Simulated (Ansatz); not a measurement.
A run on `C[O][Ge]([O]C)([O]C)[O]C` with other settings.

```yaml
crystal:
  periodic: [false, false, false]
  atoms:
    - {symbol: C, position_ang: [2.064717, 1.226765, -1.423507]}
    - {symbol: O, position_ang: [1.404611, 1.001859, -0.340808]}
    - {symbol: Ge, position_ang: [-0.059494, -0.184816, -0.103991]}
    - {symbol: O, position_ang: [-1.193730, 0.402841, -1.181115]}
    - {symbol: C, position_ang: [-1.742789, 1.425689, -1.311549]}
    - {symbol: O, position_ang: [-0.528001, 0.386123, 1.518016]}
    - {symbol: C, position_ang: [-1.648177, -0.152232, 2.132034]}
    - {symbol: O, position_ang: [0.423327, -1.655250, -0.270747]}
    - {symbol: C, position_ang: [1.629860, -2.383823, 0.712734]}
    - {symbol: H, position_ang: [2.829749, 1.811421, -1.316579]}
    - {symbol: H, position_ang: [2.513135, 0.043778, -1.599656]}
    - {symbol: H, position_ang: [1.436404, 1.389271, -2.222661]}
    - {symbol: H, position_ang: [-1.082842, 2.298231, -1.594949]}
    - {symbol: H, position_ang: [-2.688570, 1.500113, -2.116785]}
    - {symbol: H, position_ang: [-2.241973, 1.895066, -0.362446]}
    - {symbol: H, position_ang: [-2.551944, -0.108810, 1.494791]}
    - {symbol: H, position_ang: [-1.853878, -0.036358, 3.287413]}
    - {symbol: H, position_ang: [-1.635262, -1.348651, 2.348585]}
    - {symbol: H, position_ang: [1.296138, -2.322522, 1.755909]}
    - {symbol: H, position_ang: [1.577819, -3.360865, 0.335454]}
    - {symbol: H, position_ang: [2.368459, -1.801567, 0.469287]}
basis:
  gaussian: {orbitals: def2-TZVP, fitting: {mean_field: cc-pVTZ-jkfit}}
hamiltonian: {xc: {name: r2SCAN50}, dispersion: d3bjatm}
output: {forces: true}
```

```sh
$ ansatz run in.yaml --threads 4 --pin off --events-out ev --progress --plain --max-ram 46080MiB --backend cuda --devices 0, --max-vram 37GiB
```

Output, abridged:

```
Functional definition: r2SCAN50
1199 factors; integrals over basis functions are off by at most 6.9e-1 eV
mean field evaluation 1: about -69028.2576 eV, gradient 8.0e1 eV
mean field evaluation 2: about -69028.1483 eV, gradient 8.3e1 eV
mean field evaluation 4: about -69039.4797 eV, gradient 2.7e0 eV
mean field evaluation 8: about -69039.4961 eV, gradient 4.2e-2 eV
mean field evaluation 16: about -69039.4961 eV, gradient 2.6e-5 eV
mean field -69039.49605696 eV, -2537.1546834419 hartree, gradient 2.6e-5 eV, S^2 0.000000; 0 other end points of the search recorded, 0 dependent functions left out
reference -69039.49606691 eV, -2537.1546838079 hartree; 50, 50 occupied and 318, 318 virtual orbitals, 1199 factors
Total energy: -69039.68255116 eV, -2537.1615369775 hartree
Atom 0 at     2.064717     1.226765    -1.423507 Å, force    -0.581158    -8.782360    -2.352180 eV/Å
Atom 1 at     1.404611     1.001859    -0.340808 Å, force    -4.954318    -0.969161     5.705492 eV/Å
Atom 2 at    -0.059494    -0.184816    -0.103991 Å, force     1.834575     9.497550     2.821181 eV/Å
Atom 3 at    -1.193730     0.402841    -1.181115 Å, force     4.847713   -12.998594    -0.115117 eV/Å
Atom 4 at    -1.742789     1.425689    -1.311549 Å, force    -8.889092    15.355016    -1.700621 eV/Å
Atom 5 at    -0.528001     0.386123     1.518016 Å, force    -0.259855    -0.687463     0.203904 eV/Å
Atom 6 at    -1.648177    -0.152232     2.132034 Å, force    -1.294064    -4.345459     1.996402 eV/Å
Atom 7 at     0.423327    -1.655250    -0.270747 Å, force     4.197793    -8.872278     1.367644 eV/Å
Atom 8 at     1.629860    -2.383823     0.712734 Å, force    -7.258296    -0.055082    -0.106178 eV/Å
Atom 9 at     2.829749     1.811421    -1.316579 Å, force     4.198773     3.665748     0.486204 eV/Å
Atom 10 at     2.513135     0.043778    -1.599656 Å, force    -0.064782     3.142438    -0.990756 eV/Å
Atom 11 at     1.436404     1.389271    -2.222661 Å, force    -0.856864     0.953048    -2.225719 eV/Å
Atom 12 at    -1.082842     2.298231    -1.594949 Å, force    -0.479513    -0.676016    -0.191307 eV/Å
Atom 13 at    -2.688570     1.500113    -2.116785 Å, force     2.494690    -0.659314     1.805789 eV/Å
Atom 14 at    -2.241973     1.895066    -0.362446 Å, force     0.551488    -1.002030    -1.179724 eV/Å
Atom 15 at    -2.551944    -0.108810     1.494791 Å, force     0.361415     0.718193     0.831282 eV/Å
Atom 16 at    -1.853878    -0.036358     3.287413 Å, force     0.703680     1.599362    -2.658303 eV/Å
Atom 17 at    -1.635262    -1.348651     2.348585 Å, force     0.739143     2.102648    -1.358611 eV/Å
Atom 18 at     1.296138    -2.322522     1.755909 Å, force     0.093330     0.187818    -0.745088 eV/Å
Atom 19 at     1.577819    -3.360865     0.335454 Å, force     0.287621    -0.850267    -0.465833 eV/Å
Atom 20 at     2.368459    -1.801567     0.469287 Å, force     4.327722     2.676203    -1.128461 eV/Å
Dipole moment:     0.177096    -0.818801     0.347401 e Å
```

It took 2.2 s on 4 threads of an AMD EPYC 7R13 on a shared host and a share of an NVIDIA H100 80 GB, with 1 GiB of host memory at the peak.
